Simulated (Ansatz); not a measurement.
The lowest singlet and triplet of C4H4 (SMILES C1=CC=C1); geometries from B3LYP-D3(BJ)/def2-TZVP, each state relaxed from the structure named, with no frequency check.
Singlet (charge 0, multiplicity 1):
```xyz
8

C      1.02153    -0.13973     0.01941
C      0.30743     0.97911     0.10119
C     -1.02153     0.13973    -0.01941
C     -0.30743    -0.97911    -0.10119
H      2.07440    -0.37737     0.03067
H      0.53914     2.02810     0.20650
H     -2.07440     0.37737    -0.03067
H     -0.53914    -2.02810    -0.20650
```

```json
[
 {"level": "R-HF/cc-pVTZ", "gap E(singlet) − E(triplet), vertical, at the singlet's geometry (kcal/mol)": "-24.29", "cost": "-"},
 {"level": "R-SVWN5/def2-TZVPP", "gap E(singlet) − E(triplet), vertical, at the singlet's geometry (kcal/mol)": "-34.53", "cost": "×0.5"},
 {"level": "U-SVWN5/def2-TZVPP", "gap E(singlet) − E(triplet), vertical, at the singlet's geometry (kcal/mol)": "-34.53", "cost": "×0.8"},
 {"level": "R-PBE/def2-TZVPP", "gap E(singlet) − E(triplet), vertical, at the singlet's geometry (kcal/mol)": "-30.87", "cost": "×1"},
 {"level": "U-PBE/def2-TZVPP", "gap E(singlet) − E(triplet), vertical, at the singlet's geometry (kcal/mol)": "-30.87", "cost": "×1"},
 {"level": "R-r2SCAN/def2-TZVPP", "gap E(singlet) − E(triplet), vertical, at the singlet's geometry (kcal/mol)": "-25.06", "cost": "×2"},
 {"level": "R-B3LYP/def2-TZVPP", "gap E(singlet) − E(triplet), vertical, at the singlet's geometry (kcal/mol)": "-31.72", "cost": "×1"},
 {"level": "R-PBE0/def2-TZVPP", "gap E(singlet) − E(triplet), vertical, at the singlet's geometry (kcal/mol)": "-29.99", "cost": "×1"},
 {"level": "U-PBE0/def2-TZVPP", "gap E(singlet) − E(triplet), vertical, at the singlet's geometry (kcal/mol)": "-30.04", "cost": "×4"},
 {"level": "R-BHLYP/def2-TZVPP", "gap E(singlet) − E(triplet), vertical, at the singlet's geometry (kcal/mol)": "-30.61", "cost": "×1"},
 {"level": "U-wB97X-V/def2-TZVPP", "gap E(singlet) − E(triplet), vertical, at the singlet's geometry (kcal/mol)": "-36.15", "cost": "×7"},
 {"level": "U-wB97M-V/def2-TZVPP", "gap E(singlet) − E(triplet), vertical, at the singlet's geometry (kcal/mol)": "-37.33", "cost": "×8"},
 {"level": "R-B2PLYP/def2-TZVPP", "gap E(singlet) − E(triplet), vertical, at the singlet's geometry (kcal/mol)": "-33.33", "cost": "×3"},
 {"level": "R-MP2/cc-pVDZ", "gap E(singlet) − E(triplet), vertical, at the singlet's geometry (kcal/mol)": "-37.97", "cost": "-"},
 {"level": "R-MP2/cc-pVTZ", "gap E(singlet) − E(triplet), vertical, at the singlet's geometry (kcal/mol)": "-37.23", "cost": "-"},
 {"level": "R-SCS-MP2/cc-pVDZ", "gap E(singlet) − E(triplet), vertical, at the singlet's geometry (kcal/mol)": "-40.92", "cost": "-"},
 {"level": "SA-CASSCF(4,4)/cc-pVTZ", "gap E(singlet) − E(triplet), vertical, at the singlet's geometry (kcal/mol)": "-43.58", "cost": "-"},
 {"level": "SC-NEVPT2 on SA-CASSCF(4,4)/cc-pVDZ", "gap E(singlet) − E(triplet), vertical, at the singlet's geometry (kcal/mol)": "-37.79", "cost": "-"},
 {"level": "FIC-NEVPT4(SD) on SA-CASSCF(4,4)/cc-pVTZ", "gap E(singlet) − E(triplet), vertical, at the singlet's geometry (kcal/mol)": "-39.90", "cost": "-"},
 {"level": "FIC-MRCISD+Q on SA-CASSCF(4,4)/cc-pVTZ", "gap E(singlet) − E(triplet), vertical, at the singlet's geometry (kcal/mol)": "-40.65", "cost": "-"}
]
```

The rows run from -43.58 (SA-CASSCF(4,4)/cc-pVTZ) to -24.29 kcal/mol (R-HF/cc-pVTZ). From cc-pVDZ to cc-pVTZ R-MP2 changes by 0.74. The 7 R-functionals in def2-TZVPP without D3 or D4 span 9.47, from R-SVWN5 to R-r2SCAN.

A positive gap puts the triplet lower; no zero-point energy. R- takes a restricted singlet. U- takes an unrestricted singlet (broken symmetry where lower, unprojected). The triplet is unrestricted in single-reference levels. Active spaces average the two states.

Frozen-core correlation.

Doubts at one or more of the structures used: a restricted determinant that unrestricted orbitals would lower (R-HF/cc-pVTZ, R-r2SCAN/def2-TZVPP, R-BHLYP/def2-TZVPP, R-B2PLYP/def2-TZVPP, R-MP2/cc-pVDZ, R-MP2/cc-pVTZ, R-SCS-MP2/cc-pVDZ).

Codes used: Ansatz (a first-principles code) with Gaussian orbitals. 

Costs are rough ratios of core time to R-PBE/def2-TZVPP (about 8 s over the structures, on one shared machine); a dash marks a level with no comparable run of its own.
